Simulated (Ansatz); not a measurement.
`Cl[SiH2]BBr` + NH₃ → `NBBr` + `[SiH3]Cl`  (cleavage of the B–Si bond)

Program: Ansatz. Geometries: PBE0-D4/def2-TZVP. ΔE: electronic, gas phase. CCSD(T)/CBS is the MP2 limit (def2-TZVPP, def2-QZVPP) plus CCSD(T) − MP2 in def2-TZVPP, frozen cores. This one scheme is used for every species. DFT in def2-TZVPP. For Br outer-core shells are correlated without core-valence functions, which leaves a few kJ/mol of doubt a bond. Scalar relativity is left out up to krypton. One conformer a species, not always the lowest.

`Cl[SiH2]BBr`:

Z-matrix (Å, degrees):
```
Si
B 1 2.009
Cl 1 2.062 2 111.6
H 1 1.485 2 110.2 3 -120.0
H 1 1.485 2 110.0 3 119.9
Br 2 1.898 1 116.5 3 179.3
H 2 1.190 1 126.9 3 -0.8
```

NH₃:

Cartesian coordinates in Å:
```
N 0.258 0.057 0.099
H 0.291 -0.303 -0.847
H -0.219 -0.636 0.664
H -0.329 0.882 0.083
```

`NBBr`:

```xyz
6

N     0.286    0.678    0.261
B    -0.395   -0.438   -0.182
Br    0.591   -2.021   -0.683
H    -0.190    1.522    0.531
H     1.289    0.718    0.341
H    -1.581   -0.459   -0.268
```

`[SiH3]Cl`:

Z-matrix (Å, degrees):
```
Si
Cl 1 2.054
H 1 1.481 2 108.5
H 1 1.481 2 108.5 3 -120.0
H 1 1.481 2 108.5 3 120.0
```

| level | ΔE (eV) |
| --- | --- |
| B2PLYP | -1.68 |
| CCSD/def2-SVP | -1.81 |

Problem. What does CCSD(T)/CBS give? (Best estimate.)

Solution. Ansatz gave: -1.58 eV. The listed levels differ from it by -0.10, -0.23 eV.

Largest T1 diagnostic among the species: 0.011.

Leaving LDA and LC-ωPBE aside and taking each functional with its dispersion term where it has one, the values, not all of them listed here, spread over 0.20 eV, from CAM-B3LYP-D4 to revPBE-D4. LDA lies −0.12 eV from PBE without D4. From PBE to PBE0 (25 % exact exchange), in def2-TZVPP and without D4, ΔE moves by −0.04 eV. At CCSD(T), def2-SVP lies −0.22 eV from the extrapolated value and def2-TZVPP −0.03 eV.
